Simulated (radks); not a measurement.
The numbers below are computed, except where a source is named.
Question: These are the eigenvalues of the occupied orbitals of an atom or ion with whole-number occupations (eV). Code: a radial shooting solver on a logarithmic mesh with Libxc functionals. Model: scalar-relativistic Kohn-Sham, SCAN, spin-polarised, spherical densities, finite nucleus; meta-GGA in the generalised Kohn-Sham scheme; Fermi nuclear charge, rms radius of each element as measured or else 0.836 A^(1/3) + 0.57 fm.

| orbital | eigenvalue |
|---|---|
| 1s up | -8267.922 |
| 1s down | -8267.860 |
| 2s up | -1022.979 |
| 2s down | -1020.439 |
| 2p up | -882.2254 |
| 2p down | -880.3019 |
| 3s up | -145.8128 |
| 3s down | -141.0495 |
| 3p up | -104.2936 |
| 3p down | -99.5458 |
| 3d up | -38.4578 |
| 3d down | -33.7452 |
| 4p up | -18.1573 |

Which element is it, and in what charge state? The configuration may be excited. Open shells, if any, are filled with parallel spins first.

Answer: Z = 28, nickel, charge +2: Ni2+ in [Ar] 3d7 4p1. The list shows which subshells hold electrons but not how many an open one holds; the 1s level, -303.84 hartree, gives Z - s = 24.7 by -(Z - s)^2/2, which with screening and relativity narrows Z to a few neighbours, and the depths of the outer levels then fix element, charge and occupations together.
